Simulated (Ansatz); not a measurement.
CH₅FN₂Si (`N=C[SiH](N)F`), relaxed with RKS PBE-D4/def2-SVP in Ansatz from a rough embedded geometry. The force threshold is 0.03 eV/Å; the program also tests the step.

Total charge 0; spin multiplicity 1.

Start:

```xyz
10

N    -1.690   -1.230    0.816
C    -0.537   -0.807    1.059
Si    0.689   -0.126   -0.224
N     0.557    1.628   -0.289
F     0.271   -0.622   -1.659
H    -1.909   -1.225   -0.252
H    -0.220   -0.786    2.132
H     2.060   -0.444    0.100
H    -0.378    1.784   -0.564
H     1.158    1.828   -1.119
```

```csv
step,energy (eV),largest force (eV/Å),largest move (Å)
1,-14674.8764,3.155,0.000
2,-14675.2214,1.544,0.102
3,-14675.3463,0.808,0.168
4,-14675.3783,0.591,0.200
5,-14675.3998,0.744,0.078
6,-14675.4220,0.477,0.120
7,-14675.4330,0.298,0.032
8,-14675.4353,0.195,0.103
9,-14675.4396,0.283,0.021
10,-14675.4409,0.083,0.010
11,-14675.4411,0.029,0.015
```

End:

```xyz
10

N    -1.624   -1.465    0.800
C    -0.622   -0.690    1.029
Si    0.603   -0.126   -0.307
N     0.638    1.592   -0.364
F    -0.009   -0.865   -1.657
H    -1.626   -1.726   -0.208
H    -0.494   -0.332    2.079
H     2.010   -0.615   -0.162
H    -0.229    2.134   -0.313
H     1.354    2.093   -0.896
```

Hardware: 4 threads of a server CPU on a shared host. Wall time 13 s, peak host memory 0.15 GiB.
